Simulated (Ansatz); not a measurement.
Consider the substitution at a C–B bond: `CNB(C)N` + `OB(O)Cl` → `COB(O)Cl` + `CNBN`.

Calculated with Ansatz (gas phase, PBE0-D4/def2-TZVP geometries, no zero-point term in ΔE). CCSD(T)/CBS adds triple-zeta CCSD(T) − MP2 to the extrapolated MP2 energy (def2 sets, frozen cores). This one scheme is used for every species. DFT in def2-TZVPP. B3LYP here is the variant with VWN-RPA as its local correlation; programs differ in this. Each species was taken in one conformer, which may not be the lowest.

`CNB(C)N`:

Cartesian coordinates in Å:
```
C -1.832 0.357 0.516
N -0.829 0.392 -0.515
B 0.521 -0.021 -0.409
C 1.096 -0.597 0.948
N 1.374 0.082 -1.537
H -2.680 -0.284 0.249
H -2.227 1.355 0.744
H -1.400 -0.039 1.435
H -1.163 0.753 -1.394
H 0.554 -1.493 1.269
H 1.010 0.128 1.764
H 2.151 -0.870 0.868
H 1.090 0.436 -2.434
H 2.336 -0.199 -1.504
```

`OB(O)Cl`:

Cartesian coordinates in Å:
```
O -0.161 0.911 0.655
B -0.028 -0.252 -0.031
O 0.555 -0.280 -1.247
Cl -0.616 -1.779 0.646
H -0.590 0.807 1.507
H 0.841 0.593 -1.530
```

`COB(O)Cl`:

Cartesian coordinates in Å:
```
C 0.986 -0.826 -0.461
O 0.264 -0.093 0.510
B -0.822 0.657 0.224
O -1.466 1.333 1.203
Cl -1.457 0.796 -1.421
H 1.802 -1.331 0.055
H 1.396 -0.163 -1.226
H 0.348 -1.569 -0.944
H -1.051 1.197 2.060
```

`CNBN`:

```xyz
11

C    -0.073   -0.523   -1.652
N     0.339   -0.344   -0.284
B    -0.312    0.459    0.670
N     0.143    0.593    1.999
H     0.691   -0.186   -2.363
H    -0.306   -1.569   -1.882
H    -0.974    0.064   -1.832
H     1.170   -0.856   -0.033
H    -1.299    1.056    0.338
H     0.956    0.137    2.374
H    -0.335    1.171    2.665
```

Task: Is it downhill or uphill in electronic energy at CCSD(T)/CBS, and by how much? (An estimate is asked.)

Result: Computed: Uphill: ΔE = +22.1 kcal/mol.

Task: What do these levels give: B3LYP-D4, B2PLYP, B3LYP, MP2/def2-TZVPP, CCSD(T)/def2-TZVPP, SCS-MP2/def2-QZVPP? (Best estimate.)

Result: Computed: B3LYP-D4 20.2, B2PLYP 20.5, B3LYP 19.6, MP2/def2-TZVPP 22.8, CCSD(T)/def2-TZVPP 21.5, SCS-MP2/def2-QZVPP 21.3 kcal/mol.

Largest T1 diagnostic among the species: 0.012.

From PBE to PBE0 (25 % exact exchange), in def2-TZVPP and without D4, ΔE moves by +0.7 kcal/mol. In def2-TZVPP, CCSD(T) changes the Hartree–Fock value by +3.0 kcal/mol (the triples alone add +0.1 kcal/mol) and MP2 by +4.2 kcal/mol.
